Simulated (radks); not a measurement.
Values are calculated unless marked as measured or tabulated.
Task: The mean radii <r> (bohr) of the occupied orbitals of an atom or ion are listed with their occupations. Level of theory: Dirac Kohn-Sham, Slater X-alpha with alpha = 0.571, spin-unpolarised, spherical densities, point nucleus (a radial shooting solver on a logarithmic mesh with Libxc functionals).

orbital  occ.      <r>
1s1/2       2  0.01606
2s1/2       2  0.06699
2p1/2       2  0.05496
2p3/2       4  0.06388
3s1/2       2   0.1743
3p1/2       2   0.1648
3p3/2       4   0.1811
3d3/2       4   0.1573
3d5/2       6   0.1622
4s1/2       2   0.3851
4p1/2       2   0.3864
4p3/2       4   0.4213
4d3/2       4   0.4262
4d5/2       6   0.4374
5s1/2       2   0.8560
4f5/2       6   0.4537
4f7/2       8   0.4601
5p1/2       2   0.9148
5p3/2       4    1.007
5d3/2       4    1.258
5d5/2       6    1.300

Name the element and its charge. Open shells, if any, fill j = l - 1/2 first.

Result: Z = 82, lead, charge +4: Pb4+ in [Xe] 4f14 5d10. The 1s radius gives Z: for a bare nucleus <r> = (2 gamma + 1)/(2Z) with gamma = sqrt(1 - (Z/c)^2), 0.01587 bohr for Z = 82, and screening makes it slightly larger (0.01606 here). The occupations add up to 78, and the charge is Z minus that.
